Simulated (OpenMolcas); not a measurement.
What dynamic correlation does to the levels of Ir6+

* Program: OpenMolcas 26.06
* Basis: ANO-RCC-VDZ [7s6p4d1f]
* Scalar Hamiltonian: X2C, point nucleus
* Active space: 3 electrons in 10 orbitals (5d 6d)
* State averaging: 2S+1 = 4 even, 10 roots; 2S+1 = 2 even, 35 roots
* Spin-orbit coupling: state interaction with AMFI integrals over the reference wave functions, term energies averaged over their components

Methods on the same reference wave functions:
A. CASSCF
B. SS-CASPT2, IPEA 0.25 Eh, imaginary shift 0.1 Eh (closed shells correlated: 5s 5p)

Energies in cm⁻¹ above 5d³ ⁴F_3/2.

```json
{"Level": "5d³ ⁴F_3/2", "A": "0.0", "B": "0.0"}
{"Level": "5d³ ⁴F_5/2", "A": "7451", "B": "7780"}
{"Level": "5d³ ⁴F_7/2", "A": "13757", "B": "14140"}
{"Level": "5d³ ⁴F_9/2 [57 %]", "A": "17886", "B": "18300"}
{"Level": "5d³ ⁴P_1/2 [70 %]", "A": "21445", "B": "19910"}
{"Level": "5d³ ²G_7/2", "A": "28498", "B": "28490"}
{"Level": "5d³ ²H_9/2 [55 %]", "A": "29500", "B": "30390"}
{"Level": "5d³ ⁴P_5/2", "A": "32141", "B": "30860"}
{"Level": "5d³ ²P_1/2 [70 %]", "A": "37341", "B": "35270"}
{"Level": "5d³ ²H_11/2", "A": "39674", "B": "40980"}
{"Level": "5d³ ²D_5/2", "A": "44365", "B": "42210"}
```

From A to B the spin-free energies of the other terms of 5d³ shown, above ⁴F, scale by factors of 0.86 to 1.04.

The lowest spin-free term lies below A's lowest term by 0.062 hartree in B.

CASPT2 breaks the degeneracy within a term, and the mean is taken; among the terms shown or strongly mixed into the levels shown the widest spread is 89 cm-1 (5d³ ⁴F, B). Active for correlation alone: 6d; no level in the range computed is led by a configuration that fills it, so any true level of that kind is missing. The basis is small and was not contracted for so high a charge. Without dynamic correlation excited terms often stand tens of per cent too high (terms of higher spin than the ground term too low), and those without a measured partner can miss by more than the paired ones (holds for A). Only configurations of the active space appear. The table leaves out levels that lie high or whose names do not pair safely across all columns.

A share in square brackets marks a mixed level and gives the weight of the term that names it, the lowest over the columns.
